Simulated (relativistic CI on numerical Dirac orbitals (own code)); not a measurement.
Calculated at this level of theory: Dirac-Coulomb-Breit CI, orbitals from a KLI potential per configuration, QED by a radiative potential, unscaled Slater integrals (own radial code, finite nucleus).

Configurations in the expansion (outside the closed core [Ne]): 3s²3p⁶3d¹⁰, 3s²3p⁶3d⁹4s, 3s²3p⁶3d⁹4p, 3s²3p⁶3d⁹4d, 3s²3p⁵3d¹⁰4s, 3s²3p⁶3d⁹4f, 3s²3p⁵3d¹⁰4p, 3s²3p⁶3d⁸4s², 3s²3p⁶3d⁸4s4p, 3s²3p⁵3d¹⁰4d, 3s²3p⁶3d⁹5s, 3s3p⁶3d¹⁰4s, 3s²3p⁶3d⁸4p², 3s²3p⁶3d⁹5p, 3s²3p⁶3d⁸4s4d, 3s²3p⁶3d⁹5d, 3s3p⁶3d¹⁰4p, 3s²3p⁵3d¹⁰4f, 3s²3p⁶3d⁸4p4d, 3s²3p⁵3d⁹4s², 3s²3p⁶3d⁹5f, 3s²3p⁶3d⁹5g, 3s²3p⁵3d⁹4s4p, 3s²3p⁶3d⁸4d², 3s3p⁶3d¹⁰4d, 3s²3p⁶3d⁹6s, 3s²3p⁵3d⁹4p², 3s²3p⁶3d⁹6p, 3s²3p⁵3d⁹4s4d, 3s3p⁶3d⁹4s², 3s²3p⁶3d⁹6d, 3s²3p⁵3d¹⁰5s, 3s3p⁶3d¹⁰4f, 3s²3p⁵3d⁹4p4d, 3s²3p⁵3d¹⁰5p, 3s3p⁶3d⁹4s4p. Levels of other configurations are missing.

At this charge energies of transitions that change n are usually good to better than 1 %, and those within a shell (Δn = 0) to a few per cent.

Outline of the computed level scheme of Nd XXXIII. Lowest level of each configuration: 3s²3p⁶3d¹⁰ ¹S0 at 0.00 eV; 3s²3p⁶3d⁹4s ³D3 at 841.70 eV; 3s²3p⁶3d⁹4p ³P°2 at 906.79 eV; 3s²3p⁶3d⁹4d ³S1 at 1040.72 eV; 3s²3p⁵3d¹⁰4s ³P°2 at 1151.95 eV; 3s²3p⁶3d⁹4f ³P°0 at 1156.80 eV.

Some strong electric-dipole decays among the lowest 45 levels: 3s²3p⁵3d¹⁰4s ¹P°1 → 3s²3p⁶3d¹⁰ ¹S0 (7.9e+12 s⁻¹); 3s²3p⁶3d⁹4p ¹P°1 → 3s²3p⁶3d¹⁰ ¹S0 (4.3e+12 s⁻¹); 3s²3p⁶3d⁹4p ³D°1 → 3s²3p⁶3d¹⁰ ¹S0 (1.3e+12 s⁻¹); 3s²3p⁵3d¹⁰4s ¹P°1 → 3s²3p⁶3d⁹4s ¹D2 (1.1e+12 s⁻¹); 3s²3p⁵3d¹⁰4s ³P°2 → 3s²3p⁶3d⁹4s ³D3 (1.0e+12 s⁻¹); 3s²3p⁶3d⁹4f ³P°1 → 3s²3p⁶3d¹⁰ ¹S0 (7.2e+11 s⁻¹); 3s²3p⁶3d⁹4p ³D°1 → 3s²3p⁶3d¹⁰ ¹S0 (5.6e+11 s⁻¹); 3s²3p⁶3d⁹4d ³G4 → 3s²3p⁶3d⁹4p ³F°3 (2.5e+11 s⁻¹).

LS names give the leading component of a level, which can be under half, so a name can repeat, a term be missing and a line seem to break the LS rules.
